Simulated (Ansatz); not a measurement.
C$_{2}$H$_{8}$AlClSi. The species carries charge 0 and has multiplicity 1. The bonds changed during the relaxation, so this is another structure than the one it started from.

```xyz
13

C    -1.183    0.544   -1.439
C    -1.184    0.861    0.027
Cl   -1.903   -0.597    0.998
Al    0.259    0.435    1.301
Si    1.978   -1.133    0.538
H    -0.754    1.405   -1.962
H    -0.563   -0.324   -1.669
H    -2.186    0.374   -1.842
H    -1.862    1.674    0.284
H     0.277    1.216    2.680
H     3.258   -0.432    0.221
H     1.565   -1.855   -0.701
H     2.298   -2.168    1.564
```

Question: What are the harmonic wavenumbers in cm⁻¹ at PBE0-D4/def2-TZVP (Ansatz, finite differences of forces, unscaled)? (Best estimate.)

Answer: Ansatz gave: 57, 79, 90, 202, 242, 258, 311, 374, 411, 461, 493, 522, 568, 656, 866, 938, 939, 944, 994, 1097, 1144, 1289, 1399, 1465, 1492, 1922, 2189, 2195, 2202, 3036, 3103, 3120, 3139.

Question: Is this a minimum?

Answer: Yes, all 33 modes are real.

Question: Give the ideal-gas thermochemistry at 298.15 K and 1 bar (rigid rotor, harmonic oscillator; point group C1, symmetry number 1).

Answer: Zero-point energy 228.5 kJ/mol; H(298) − E = 254.8 kJ/mol; entropy 391.6 J/(mol·K), of which translation 168.8, rotation 119.1, vibration 103.7; G(298) − E = 138.0 kJ/mol. Modes under 100 cm⁻¹ are hindered rotations or soft bends, so the harmonic entropy is rough.

Question: And at 400, 500, 600, 800 and 1000 K?

Answer: 
```tsv
T (K)	H − E (kJ/mol)	S (J/mol/K)	G − E (kJ/mol)
400	270.1	435.7	95.8
500	287.4	474.3	50.3
600	306.6	509.1	1.1
800	349.2	570.2	-107.0
1000	396.2	622.6	-226.4
```
